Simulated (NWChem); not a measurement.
System: C₂H₆N, doublet; SMILES CC[NH]

The following NWChem deck was run.

```
start job
memory heap 200 mb stack 900 mb global 1100 mb
geometry units angstroms noautosym nocenter noautoz
  C      0.244085    -1.198967     0.000000
  C     -0.486001     0.130558     0.000000
  N      0.407276     1.245931     0.000000
  H     -0.460419    -2.044306     0.000000
  H      0.888548    -1.284592     0.887628
  H      0.888548    -1.284592    -0.887628
  H     -1.172323     0.192910    -0.874011
  H     -1.172323     0.192910     0.874011
  H     -0.178965     2.092785     0.000000
end
basis spherical
  C library 6-31g*
  N library 6-31g*
  H library 6-31g*
end
dft
  odft
  mult 2
  xc xpbe96 cpbe96
  iterations 150
end
cosmo
  do_cosmo_smd true
  solvent dmf
end
task dft energy
```

In the optimisation the excess spin sits in a" (Cs, its own frame). All runs use the structure optimised with PBE0/def2-SVP, spin-unrestricted. No stability test was run on the SCF state. Solvent: N,N-dimethylformamide.

Level: PBE/6-31G* with SMD (1 M gas to 1 M solution), gas-phase geometry. Reactions with the solvent are ignored.

Task: Give the results of this calculation. (PBE/6-31G* (spherical d), spin-unrestricted, SMD on the gas-phase geometry.) Quantities: solvation free energy (kcal/mol); cavity-dispersion-structure term (kcal/mol); dipole in solution (D).

Result: 
```json
{
  "solvation free energy (kcal/mol)": "-3.7",
  "cavity-dispersion-structure term (kcal/mol)": "1.1",
  "dipole in solution (D)": "2.45"
}
```
